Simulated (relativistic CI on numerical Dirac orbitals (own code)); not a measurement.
**Inner-shell lines of Cr19+**

Computed by Dirac-Coulomb-Breit CI, separate exchange-only KLI orbitals for each configuration, model QED, unscaled Slater integrals (own radial code, finite nucleus).

Configurations in the expansion: 1s2 2s2 2p, 1s 2s2 2p2, 1s 2s2 2p 3p, 1s2 2s 2p2, 1s 2s 2p3, 1s 2s 2p2 3p. Levels of other configurations are missing.

The table holds the strongest lines. The upper levels have an inner-shell vacancy. Auger decay, open to those above the ionisation limit, is not computed, and radiative decays to configurations outside the model are missing too. Absolute energies can be off by a few tenths of a per cent, so close lines can change order. LS names give the leading component, which can be well under half, for lower levels too. Brackets number the levels in order of energy.

| E (eV) | Upper | Lower | A (s⁻¹) | gA (s⁻¹) |
| --- | --- | --- | --- | --- |
| 5556.5 | 1s 2s 2p3 2D°_5/2 [33] | 1s2 2s 2p2 2P_3/2 [10] | 1.48e+14 | 8.87e+14 |
| 5561.6 | 1s 2s 2p3 4D°_7/2 [23] | 1s2 2s 2p2 4P_5/2 [5] | 1.68e+14 | 1.35e+15 |
| 5563.5 | 1s 2s 2p3 2D°_3/2 [34] | 1s2 2s 2p2 2S_1/2 [9] | 1.67e+14 | 6.70e+14 |
| 5563.5 | 1s 2s 2p3 2P°_3/2 [31] | 1s2 2s 2p2 2P_1/2 [8] | 1.51e+14 | 6.04e+14 |
| 5564.9 | 1s 2s 2p3 4S°_3/2 [24] | 1s2 2s 2p2 4P_5/2 [5] | 1.99e+14 | 7.97e+14 |
| 5565.3 | 1s 2s 2p3 4D°_5/2 [21] | 1s2 2s 2p2 4P_3/2 [4] | 1.65e+14 | 9.92e+14 |
| 5566.0 | 1s 2s 2p3 2D°_3/2 [28] | 1s2 2s 2p2 2D_3/2 [6] | 3.04e+14 | 1.21e+15 |
| 5567.4 | 1s 2s 2p3 2D°_5/2 [29] | 1s2 2s 2p2 2D_5/2 [7] | 4.03e+14 | 2.42e+15 |
| 5568.6 | 1s 2s2 2p2 2D_5/2 [17] | 1s2 2s2 2p 2P°_3/2 [2] | 1.60e+14 | 9.62e+14 |
| 5569.3 | 1s 2s 2p3 4D°_3/2 [20] | 1s2 2s 2p2 4P_1/2 [3] | 2.01e+14 | 8.03e+14 |
| 5569.8 | 1s 2s 2p3 4S°_3/2 [24] | 1s2 2s 2p2 4P_3/2 [4] | 3.12e+14 | 1.25e+15 |
| 5572.8 | 1s 2s 2p3 2P°_3/2 [36] | 1s2 2s 2p2 2P_3/2 [10] | 1.42e+14 | 5.66e+14 |
| 5576.1 | 1s 2s2 2p2 2D_3/2 [15] | 1s2 2s2 2p 2P°_1/2 [1] | 2.24e+14 | 8.97e+14 |
| 5576.8 | 1s 2s 2p3 4P°_5/2 [26] | 1s2 2s 2p2 4P_5/2 [5] | 1.74e+14 | 1.05e+15 |
| 5576.9 | 1s 2s 2p3 2S°_1/2 [37] | 1s2 2s 2p2 2P_3/2 [10] | 4.61e+14 | 9.21e+14 |
| 5577.1 | 1s 2s 2p3 4P°_3/2 [27] | 1s2 2s 2p2 4P_5/2 [5] | 1.66e+14 | 6.65e+14 |
| 5577.1 | 1s 2s2 2p2 2P_1/2 [16] | 1s2 2s2 2p 2P°_1/2 [1] | 4.01e+14 | 8.02e+14 |
| 5578.9 | 1s 2s2 2p2 2P_3/2 [18] | 1s2 2s2 2p 2P°_3/2 [2] | 4.48e+14 | 1.79e+15 |
| 5579.9 | 1s 2s 2p3 2P°_1/2 [32] | 1s2 2s 2p2 2D_3/2 [6] | 2.78e+14 | 5.56e+14 |
| 5587.9 | 1s 2s 2p3 2D°_3/2 [34] | 1s2 2s 2p2 2D_5/2 [7] | 1.43e+14 | 5.71e+14 |
